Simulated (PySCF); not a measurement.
Polarisability and C₆ of Ir (iridium, neutral)

[Xe] 4f14 5d7 6s2, high-spin 4F determinant. All numbers are calculated (PySCF 2.14, scalar relativity through the core potential, in aug-cc-pwCVTZ-PP with ECP60MDF (8s8p7d4f3g, 122 functions)). Coupled (time-dependent) response in atomic units; α is the mean over directions.

```tsv
method	mean α (bohr³)	C₆ (like pair)	S(−4)
PBE0	50.32	549.9	938.9
```

S(−4) is the Cauchy moment in α(ω) = α(0) + S(−4) ω² + …

Reference α: 54 ± 7 bohr³ (recommended; Schwerdtfeger and Nagle, table of static dipole polarizabilities (2023 update)). Published C₆: 522.0 (Gould and Bucko (2016)).

Spin-orbit coupling is absent.

α(iu) at PBE0:

| u (hartree) | α(iu) (bohr³) |
| --- | --- |
| 0 | 50.32 |
| 0.0500 | 48.12 |
| 0.100 | 42.87 |
| 0.200 | 31.32 |
| 0.300 | 23.03 |
| 0.500 | 14.15 |
| 0.750 | 9.133 |
| 1.00 | 6.532 |
| 1.50 | 3.917 |
| 2.00 | 2.637 |
| 3.00 | 1.432 |
| 5.00 | 0.6074 |

A single London oscillator, α(iu) = α/(1 + u²/ω²), gives C₆ = (3/4) ω α². Matching the computed C₆ needs ω = 4 × 549.9 / (3 × 50.32²) = 0.290 hartree.

Energies and moments cover only the electrons outside the core potential. Spin-orbit coupling, absent here, splits the open shell strongly.
